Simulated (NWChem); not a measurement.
# Lowest excitation of BiF₂ (+1)

```
Bi
F 1 1.9848
F 1 1.9848 2 96.41
```
Charge +1, spin multiplicity 1.

Program: NWChem. All single points use one geometry, from B3LYP/def2-SVP with def2 effective core potentials on Bi, a minimum by its harmonic frequencies.

Basis set: def2-SVPD.

The cost column gives rough processor time relative to CIS; each entry includes its own SCF.

Effective core potentials replace the inner electrons of Bi; spin-orbit coupling is left out. The correlated methods keep 6 core orbitals frozen. B3LYP has NWChem's definition, with VWN1-RPA local correlation. The spin multiplicity of the parent species was assumed, not shown to be that of its ground state. The structure started from a generated list of species. Coupled-cluster values serve here as a point of comparison, not as the truth.

```tsv
method	lowest vertical singlet excitation energy (eV)	relative cost
CIS	6.20	1
TDA-BHandHLYP	?	under 3
TD-B3LYP	?	under 3
EOM-CCSD	5.01	6
```

Question: Complete the blanks.

Answer: 
- TDA-BHandHLYP, lowest vertical singlet excitation energy (eV): 5.21
- TD-B3LYP, lowest vertical singlet excitation energy (eV): 4.45
